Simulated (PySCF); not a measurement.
Cl4Ta (SMILES [Cl][Ta+]([Cl])([Cl])[Cl]), charge +1, singlet, geometry from GFN2-xTB (such geometries of metal compounds can be far from the true shape) (the multiplicity is a formal guess) (core potentials on Ta). Base run: HF/def2-TZVP (PySCF).

Here is a job for PySCF.
```python
from pyscf import gto, scf

mol = gto.M(
    atom='''
Ta   -0.000000    0.000000    0.000000
Cl    1.751719   -0.591193   -1.166053
Cl    0.611799    0.475255    2.043904
Cl   -0.922573    1.759172   -0.912076
Cl   -1.440945   -1.643233    0.034225
''',
    basis='def2-tzvp',
    ecp={'Ta': 'def2-tzvp'},
    charge=1,
    spin=0,
    verbose=4,
)

mf = scf.RHF(mol)
mf.kernel()
```

Variants of this job, named by their change:

```
change                                                                                                                  ΔE vs base (µEh)  fitting functions        outcome
----------------------------------------------------------------------------------------------------------------------  ----------------  -----------------  -------------
base                                                                                                                                 0.0                  -      converged
auxbasis = cc-pvdz-jkfit                                                                                                               -                  -  input refused
auxbasis = def2-universal-jkfit                                                                                                      109                739      converged
auxbasis = cc-pvqz-jkfit                                                                                                               -                  -  input refused
auxbasis = even-tempered beta=3.0                                                                                                  -7432                744      converged
exchange = seminumerical (SGX) (with mf = sgx.sgx_fit(mf, auxbasis='def2-universal-jfit'); with mf.with_df.dfj = True)              -145                293      converged
auxbasis = def2-tzvp-ri                                                                                                                -                  -  input refused
auxbasis = cc-pvtz-jkfit                                                                                                               -                  -  input refused
auxbasis = even-tempered beta=1.6                                                                                                   35.8               1630      converged
auxbasis = autoaux                                                                                                                  48.3               1236      converged
```

A fitting set is made for a task (jfit for Coulomb, jkfit for Coulomb and exchange, ri for correlation) and for a family of orbital bases.

- auxbasis = cc-pvdz-jkfit: ended with `pyscf.lib.exceptions.BasisNotFoundError: Basis set not found for Ta in cc-pvdz-jkfit`
- auxbasis = cc-pvqz-jkfit: ended with `pyscf.lib.exceptions.BasisNotFoundError: Basis set not found for Ta in cc-pvqz-jkfit`
- auxbasis = def2-tzvp-ri: ended with `pyscf.lib.exceptions.BasisNotFoundError: Basis set not found for Ta in def2-tzvp-ri`
